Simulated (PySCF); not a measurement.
C2H9AlO4Si, singlet, geometry from GFN2-xTB (such geometries of metal compounds can be far from the true shape). Base run: DF-R2SCAN/def2-SV(P) (PySCF).

PySCF was given this input:
```python
from pyscf import gto, scf, dft

mol = gto.M(
    atom='''
Al   -0.08361096    1.59059272    0.93055930
C     1.11752489    3.02428199    0.23274765
H     2.16434657    2.70498471    0.24167730
H     1.05563987    3.95047062    0.80606611
H     0.88254577    3.26911754   -0.80779408
C    -1.34209611    1.62721872    2.47896089
H    -2.36270423    1.38378647    2.16792379
H    -1.37590383    2.59633354    2.97894984
H    -1.06879980    0.88199479    3.23229515
O    -0.02580329    0.13964329    0.09061247
Si    0.06261606   -1.26432402   -0.73781197
O     1.21961170   -2.20704706   -0.10619565
O     0.41028313   -0.96727297   -2.29221237
O    -1.34768025   -2.05822347   -0.66254550
H     1.04529252   -2.63577188    0.72586984
H     1.26435372   -0.60037842   -2.49971675
H    -2.09831567   -1.69350873   -1.12069751
''',
    basis='def2-sv(p)',
    verbose=4,
)

mf = dft.RKS(mol)
mf.xc = 'r2scan'
mf = mf.density_fit(auxbasis='def2-universal-jkfit')
mf.kernel()
```

The base run was repeated with changes; each row names its change, and settings that it needs were set with it.

```tsv
change	ΔE vs base (µEh)	grid points	electrons on the grid
base	0.0	211200	79.99998
grids.radi_method = gauss_chebyshev	131	206240	79.99998
grids.atom_grid = (30, 110)	4991	41824	79.99971
grids.atom_grid = (150, 974)	-13.1	1363864	80.00000
grids.prune = dft.gen_grid.sg1_prune	-61.1	89808	80.00004
grids.level = 4	-29.6	369240	80.00000
grids.radi_method = delley	8.4	224768	79.99998
grids.level = 7	-14.6	1144344	80.00000
grids.radi_method = mura_knowles	-15.1	200232	79.99998
grids.atom_grid = (99, 590)	-10.8	545960	80.00000
grids.atom_grid = (50, 194)	-509	111560	79.99994
```
